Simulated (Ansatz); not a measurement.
The cluster FeF2, relaxed as a singlet with RKS r2SCAN-D4/def2-TZVP in Ansatz, starting from the GFN1-xTB geometry. Force threshold 0.02 eV/Å.

The restricted singlet is unstable: a solution with broken spin symmetry lies lower. At r2SCAN-D4/def2-TZVP a quintet of charge 0 lies 3.58 eV below the restricted singlet, each at its own geometry. The structure comes from a short search, and lower isomers may exist.

Start:

Cartesian coordinates in Å:
```
Fe 0.000 0.000 0.000
F 1.287 -0.953 0.145
F -1.287 0.953 -0.145
```

| step | energy (eV) | largest force component (eV/Å) | SCF passes |
| --- | --- | --- | --- |
| 1 | -39819.7102 | 2.236 | 139 |
| 2 | -39819.8951 | 1.148 | 60 |
| 3 | -39819.9747 | 0.166 | 61 |
| 4 | -39819.9767 | 0.002 | 61 |

Force components are those of the run's own axes.

End:

Cartesian coordinates in Å:
```
Fe 0.000 0.000 0.000
F 1.359 -1.006 0.153
F -1.359 1.006 -0.153
```

By distances, no bond broke or formed. The bond that changes most is Fe1–F3, from 1.61 to 1.70 Å (atoms count from 1).

No frequencies were taken in this run, so the end may be a saddle point.

Hardware: 4 threads of AMD EPYC 7R43 on a shared host. Wall time 13 s.
